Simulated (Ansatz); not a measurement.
Stepwise reaction of `[NH2][Sn]([NH2])([Cl])[Cl]` with hydrogen chloride, as a gas-phase model of exchange steps in deposition or etching. ΔE in kJ/mol.

Gas-phase electronic energies from Ansatz, PBE0-D4/def2-TZVP geometries. CBS: MP2 limit from def2 TZ/QZ plus the TZ coupled-cluster correction, frozen cores. This one scheme is used for every species. DFT in def2-TZVPP. B3LYP here is the variant with VWN-RPA as its local correlation; programs differ in this. def2 core potentials past Kr. For Sn outer-core shells are correlated without core-valence functions, which leaves a few kJ/mol of doubt a bond. Each species was taken in one conformer, which may not be the lowest.

| step | reaction | PBE-D4 | B3LYP-D4 | ωB97M-V | CCSD(T)/CBS |
| --- | --- | --- | --- | --- | --- |
| 1 | `[NH2][Sn]([NH2])([Cl])[Cl]` + HCl → `[NH2][Sn]([Cl])([Cl])[Cl]` + NH₃ | -75.6 | -77.6 | -76.0 | -74.2 |
| 2 | `[NH2][Sn]([Cl])([Cl])[Cl]` + HCl → `[Cl][Sn]([Cl])([Cl])[Cl]` + NH₃ | -73.7 | -75.7 | -74.0 | -72.0 |

(1) By hand: ΔE of the 2 steps together at CCSD(T)/CBS.

Results:

(1) (-74.2) + (-72.0) = -146.2 kJ/mol, or -73.1 kJ/mol a step.

In ΔE the steps differ by no more than 2.2 kJ/mol. All are downhill at CCSD(T)/CBS. PBE-D4 differs from CCSD(T)/CBS by -1.7 to -1.4 kJ/mol a step. Isolated molecules leave out the surface, adducts and barriers. Largest T1 diagnostic: 0.012.
